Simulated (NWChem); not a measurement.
All runs are NWChem calculations. System: C3H4N2, charge 0, spin multiplicity 1, displaced from the optimised geometry.

The NWChem input:

```
start mol
memory heap 200 mb stack 900 mb global 1100 mb
geometry units angstroms nocenter noautoz
  C      0.909254     0.776978     0.000000
  C      1.003586    -0.625110     0.000000
  N     -0.326423    -1.079526     0.000000
  C     -1.147431     0.047529     0.000000
  N     -0.432138     1.179652     0.000000
  H      1.741181     1.513863     0.000000
  H      1.868794    -1.318603     0.000000
  H     -0.635198    -2.065484     0.000000
  H     -2.257311    -0.027042     0.000000
  symmetry group Cs
end
basis spherical
  * library def2-svp
end
dft
  xc slater vwn_5
  semidirect memsize 60000000 filesize 0
  iterations 100
  convergence nodiis damp 40
end
task dft gradient
```

The output up to the point where the run's verdict is printed (cleaned and shortened):

```
             Northwest Computational Chemistry Package (NWChem) 7.3.0
             --------------------------------------------------------

                                NWChem Input Module
                                -------------------

 Scaling coordinates for geometry "geometry" by  1.889725989
 (inverse scale =  0.529177249)

 Turning off AUTOSYM since
 SYMMETRY directive was detected!

                             Geometry "geometry" -> ""
                             -------------------------

 Output coordinates in angstroms (scale by  1.889725989 to convert to a.u.)

  No.       Tag          Charge          X              Y              Z
 ---- ---------------- ---------- -------------- -------------- --------------
    1 C                    6.0000     0.90925400     0.77697800     0.00000000
    2 C                    6.0000     1.00358600    -0.62511000     0.00000000
    3 N                    7.0000    -0.32642300    -1.07952600     0.00000000
    4 C                    6.0000    -1.14743100     0.04752900     0.00000000
    5 N                    7.0000    -0.43213800     1.17965200     0.00000000
    6 H                    1.0000     1.74118100     1.51386300     0.00000000
    7 H                    1.0000     1.86879400    -1.31860300     0.00000000
    8 H                    1.0000    -0.63519800    -2.06548400     0.00000000
    9 H                    1.0000    -2.25731100    -0.02704200     0.00000000

 Effective nuclear repulsion energy (a.u.)     159.7798087229

            Nuclear Dipole moment (a.u.)
            ----------------------------
        X                 Y               Z
 ---------------- ---------------- ----------------
    -0.0000132281    -0.0000037795     0.0000000000

      Symmetry information
      --------------------

 Group name             Cs
 Group number              2
 Group order               2
 No. of unique centers     9

      Symmetry unique atoms

     1    2    3    4    5    6    7    8    9


 Summary of "ao basis" -> "" (spherical)
 ------------------------------------------------------------------------------
[...]
 d= 0,ls=0.0         52   -166.8538947196 -1.09D+01  3.45D-01              10.2
 d= 0,ls=0.0         53   -155.9090886170  1.09D+01  3.45D-01              10.3
 d= 0,ls=0.0         54   -166.8538946131 -1.09D+01  3.45D-01              10.5
 d= 0,ls=0.0         55   -155.9090886872  1.09D+01  3.45D-01              10.7
 d= 0,ls=0.0         56   -166.8538945577 -1.09D+01  3.45D-01              10.9
 d= 0,ls=0.0         57   -155.9090887237  1.09D+01  3.45D-01              11.0
 d= 0,ls=0.0         58   -166.8538945289 -1.09D+01  3.45D-01              11.2
 d= 0,ls=0.0         59   -155.9090887427  1.09D+01  3.45D-01              11.4
 d= 0,ls=0.0         60   -166.8538945139 -1.09D+01  3.45D-01              11.5
 d= 0,ls=0.0         61   -155.9090887526  1.09D+01  3.45D-01              11.7
 d= 0,ls=0.0         62   -166.8538945061 -1.09D+01  3.45D-01              11.9
 d= 0,ls=0.0         63   -155.9090887577  1.09D+01  3.45D-01              12.1
 d= 0,ls=0.0         64   -166.8538945020 -1.09D+01  3.45D-01              12.2
 d= 0,ls=0.0         65   -155.9090887604  1.09D+01  3.45D-01              12.4
 d= 0,ls=0.0         66   -166.8538944999 -1.09D+01  3.45D-01              12.6
 d= 0,ls=0.0         67   -155.9090887618  1.09D+01  3.45D-01              12.7
 d= 0,ls=0.0         68   -166.8538944988 -1.09D+01  3.45D-01              12.9
 d= 0,ls=0.0         69   -155.9090887625  1.09D+01  3.45D-01              13.1
 d= 0,ls=0.0         70   -166.8538944982 -1.09D+01  3.45D-01              13.3
 d= 0,ls=0.0         71   -155.9090887629  1.09D+01  3.45D-01              13.4
 d= 0,ls=0.0         72   -166.8538944979 -1.09D+01  3.45D-01              13.6
 d= 0,ls=0.0         73   -155.9090887631  1.09D+01  3.45D-01              13.8
 d= 0,ls=0.0         74   -166.8538944978 -1.09D+01  3.45D-01              14.0
 d= 0,ls=0.0         75   -155.9090887632  1.09D+01  3.45D-01              14.1
 d= 0,ls=0.0         76   -166.8538944977 -1.09D+01  3.45D-01              14.3
 d= 0,ls=0.0         77   -155.9090887632  1.09D+01  3.45D-01              14.5
 d= 0,ls=0.0         78   -166.8538944977 -1.09D+01  3.45D-01              14.6
 d= 0,ls=0.0         79   -155.9090887633  1.09D+01  3.45D-01              14.8
 d= 0,ls=0.0         80   -166.8538944977 -1.09D+01  3.45D-01              15.0
 d= 0,ls=0.0         81   -155.9090887633  1.09D+01  3.45D-01              15.2
 d= 0,ls=0.0         82   -166.8538944976 -1.09D+01  3.45D-01              15.3
 d= 0,ls=0.0         83   -155.9090887633  1.09D+01  3.45D-01              15.5
 d= 0,ls=0.0         84   -166.8538944976 -1.09D+01  3.45D-01              15.7
 d= 0,ls=0.0         85   -155.9090887633  1.09D+01  3.45D-01              15.9
 d= 0,ls=0.0         86   -166.8538944976 -1.09D+01  3.45D-01              16.0
 d= 0,ls=0.0         87   -155.9090887633  1.09D+01  3.45D-01              16.2
 d= 0,ls=0.0         88   -166.8538944976 -1.09D+01  3.45D-01              16.4
 d= 0,ls=0.0         89   -155.9090887633  1.09D+01  3.45D-01              16.5
 d= 0,ls=0.0         90   -166.8538944976 -1.09D+01  3.45D-01              16.7
 d= 0,ls=0.0         91   -155.9090887633  1.09D+01  3.45D-01              16.9
 d= 0,ls=0.0         92   -166.8538944976 -1.09D+01  3.45D-01              17.1
 d= 0,ls=0.0         93   -155.9090887633  1.09D+01  3.45D-01              17.2
 d= 0,ls=0.0         94   -166.8538944976 -1.09D+01  3.45D-01              17.4
 d= 0,ls=0.0         95   -155.9090887633  1.09D+01  3.45D-01              17.6
 d= 0,ls=0.0         96   -166.8538944976 -1.09D+01  3.45D-01              17.7
 d= 0,ls=0.0         97   -155.9090887633  1.09D+01  3.45D-01              17.9
 d= 0,ls=0.0         98   -166.8538944976 -1.09D+01  3.45D-01              18.1
 d= 0,ls=0.0         99   -155.9090887633  1.09D+01  3.45D-01              18.3
 d= 0,ls=0.0        100   -166.8538944976 -1.09D+01  3.45D-01              18.4
```

The run did not converge; its last values are not results. The next line reads: Calculation failed to converge. NWChem stopped with the message: dft gradient failed.
